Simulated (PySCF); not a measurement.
Mg(NMe2)(SeH) (C₂H₇MgNSe), SMILES C[N](C)[Mg][SeH]. Atoms are numbered in the order given.

```xyz
12

Mg    -0.2977     0.0022     0.0000
N     -2.2160     0.0032     0.0000
C     -3.0294    -0.0014    -1.1967
C     -3.0294    -0.0014     1.1967
H     -3.6971    -0.9002    -1.2621
H     -3.7063     0.8903    -1.2612
H     -2.4060     0.0023    -2.1180
H     -3.7063     0.8903     1.2612
H     -3.6971    -0.9002     1.2621
H     -2.4060     0.0023     2.1180
Se     2.1444     0.0420     0.0000
H      2.1481    -1.4460     0.0000
```

Geometry optimised at PBE-D3(BJ)/def2-SVP. One conformer was computed; it need not be the lowest.

All values below come from PBE0/pcSseg-1 in PySCF.

GIAO shieldings, no solvent; atoms alike by connectivity are averaged. δ = σ(ref) − σ: ¹⁵N against NH3 (σ = 267.4 ppm); ¹³C against TMS (σ = 186.3 ppm); ¹H against TMS (σ = 31.56 ppm); ⁷⁷Se against Me2Se (σ = 1740.1 ppm), references at their B3LYP-D3(BJ)/def2-TZVP geometries, non-relativistic.

```csv
atoms,nucleus,count,δ (ppm)
N2,¹⁵N,1,32.0
"C3, C4",¹³C,2,50.3
"H5, H6, H7, H8, H9, H10",¹H,6,…
H12,¹H,1,-0.78
Se11,⁷⁷Se,1,…
```

Problem. What belongs in the gaps? (Estimate from the structure and the level; the computed values follow.)

Solution. 
- Se11, δ (ppm): -747.1
- H5, H6, H7, H8, H9, H10, δ (ppm): 3.17
